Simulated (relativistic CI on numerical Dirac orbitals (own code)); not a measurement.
Gd44+: sensitivity of the levels to the model

Base calculation: Dirac-Coulomb-Breit CI, orbitals from a KLI potential per configuration, a model potential for QED, unscaled Slater integrals.

Configuration list (outside the closed core [Ne]): 3s²3p⁶3d², 3s²3p⁵3d³, 3s3p⁶3d³, 3s²3p⁶3d4s, 3s²3p⁶3d4p, 3s²3p⁶3d4d, 3s²3p⁵3d²4s, 3s²3p⁶3d4f, 3s²3p⁵3d²4p, 3s²3p⁵3d²4d, 3p⁶3d⁴, 3p⁵3d⁵, 3p⁵3d⁴4s, 3p⁶3d³4s, 3p⁵3d³4s². Double excitations out of closed p, d and f shells are left out; levels of such configurations are missing from the list, as are those of other unlisted configurations, and high levels can miss mixing partners. These lack a partner that the ground configuration has and come out too high: 3s²3p⁵3d²4p, 3s²3p⁵3d²4d.

Variants: (1) Breit term removed; (2) one mean potential for all configurations. Shifts of the energy above 3s²3p⁶3d² ³F2, in cm⁻¹, for the lowest level and the first level of each name with at least 55 % of one term (blank where a level changes its place among those of its configuration and J or its character, or is not in the variant):

```
         Level     Base    Δ(1)  Δ(2)
 3s²3p⁶3d² ³F2        0       0     0
 3s²3p⁶3d² ³P0   153328   -3683   -21
 3s²3p⁶3d² ³F3   282152   +9074   +79
 3s²3p⁶3d² ¹G4   372957  +13348   +73
 3s²3p⁶3d² ³P1   384831   +4331   +56
 3s²3p⁶3d² ³F4   625241  +18657  +145
 3s²3p⁶3d² ¹S0   852347   +9675  +106
3s²3p⁵3d³ ⁵D°0  1853537   +3341  -481
3s²3p⁵3d³ ³P°1  2445448  +22062  -508
3s²3p⁵3d³ ³I°7  2447508  +38270  -513
```

At this charge energies of transitions that change n are usually good to better than 1 %, and those within a shell (Δn = 0) to a few per cent.

Ionisation energy from the two ground configurations alone: base 3546.48 eV; Breit term removed 3548.85 eV. The NIST ASD value (theoretical) is 3546 eV.

LS names give the leading component of a level, which can be under half, so a name can repeat, a term be missing and a line seem to break the LS rules.
